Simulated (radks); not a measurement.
Q: Coherent X-ray form factor from a spherical all-electron density. Calculated with a radial shooting solver on a logarithmic mesh with Libxc functionals: Dirac Kohn-Sham, relativistic LDA (MacDonald-Vosko exchange, VWN5 correlation), spin-unpolarised, spherical densities, finite nucleus; Fermi nuclear charge, rms radius of each element as measured or else 0.836 A^(1/3) + 0.57 fm.

sin(theta)/lambda (1/angstrom)  f0 (electrons)
0.05                                    36.777
0.1                                     36.126
0.15                                    35.096
0.2                                     33.763
0.25                                    32.216
0.3                                     30.546
0.4                                     27.162
0.5                                     24.089
0.6                                     21.518
0.8                                     17.666
1                                       14.743
1.25                                    11.669
1.5                                      9.244
2                                        6.448

The species is in the configuration that NIST lists as its ground one. Which atom or ion scatters so?

A: The palladium ion Pd9+, [Kr] 4d(3/2: 1, 5/2: 0). Extrapolating in s^2 from the first two rows gives f0(0) = 37.0, near the electron count 37; among species with that count, the fall with angle is slower the higher Z, and the table is that of Z = 46; from so few rows the species is fixed only to a neighbour or two.
